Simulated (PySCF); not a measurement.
A run for PySCF: R-MP2/6-31G* on C2H3N (SMILES CC#N) with ghost functions.

```python
from pyscf import gto, scf, dft, mp
from pyscf.data.elements import chemcore

mol = gto.M(
    atom='''
    C    -0.10657752    1.24648874    3.19253567
    C     0.70531042    0.05945464    2.98030236
    N     1.34495551   -0.87901294    2.80358651
    H     0.51382760    2.06666849    3.55440597
    H    -0.57563707    1.54459034    2.25480776
    H    -0.88457378    1.04336081    3.92876337
    ghost-N   -0.14951255    0.12532483   -0.21558440
    ghost-N    0.21958874   -0.61510117   -0.92604463
    ''',
    basis='6-31g*',
    cart=True,
    charge=0, spin=0, verbose=3, max_memory=1800)
mf = scf.RHF(mol)
mf.conv_tol = 1e-8
mf.max_cycle = 100
mf.kernel()
if not mf.converged:
    mf = mf.newton().run(mf.mo_coeff, mf.mo_occ)
pt = mp.MP2(mf, frozen=chemcore(mol)).run()
```

It printed:

```
converged SCF energy = -131.926941317128
E(RMP2) = -132.336659884268  E_corr = -0.409718567139634
E(SCS-RMP2) = -132.328976725797  E_corr = -0.402035408668417
```

The run converged.

Cost: roughly 0.7 core-seconds.
